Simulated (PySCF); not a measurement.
# Working out the ionisation energy of Os

Os [Xe] 4f14 5d6 6s2 (5D) → Os⁺ [Xe] 4f14 5d6 6s1 (6D). All numbers are calculated (PySCF 2.14, scalar relativity through the core potential, in aug-cc-pVDZ-PP with ECP60MDF). Frozen: 5s2 5p6. Energies in hartree (1 hartree = 27.21139 eV):

```
             part  Os (lower)  Os⁺ (upper)
              UHF  -90.066686   -89.825842
MP2 opposite-spin   -0.091282    -0.041327
    MP2 same-spin   -0.065707    -0.062168
```

Q: What does Hartree-Fock give?

A: (-89.825842) − (-90.066686) = 0.240844 hartree = 6.554 eV.

Q: What do MP2 and SCS-MP2 (6/5 opposite-spin, 1/3 same-spin) give?

A: The opposite-spin parts differ by 1.359 eV and the same-spin parts by 0.096 eV. MP2: 6.554 + (1.359) + (0.096) = 8.009 eV. SCS-MP2: 6.554 + 1.2 × (1.359) + (0.096)/3 = 8.217 eV.

Measured between the centres of the two terms (NIST): 8.473 eV, so MP2 (valence) is off by -0.464 eV.

A double-zeta basis recovers only part of the correlation energy.

What remains against the reference includes basis incompleteness, the frozen core and correlation beyond second order.
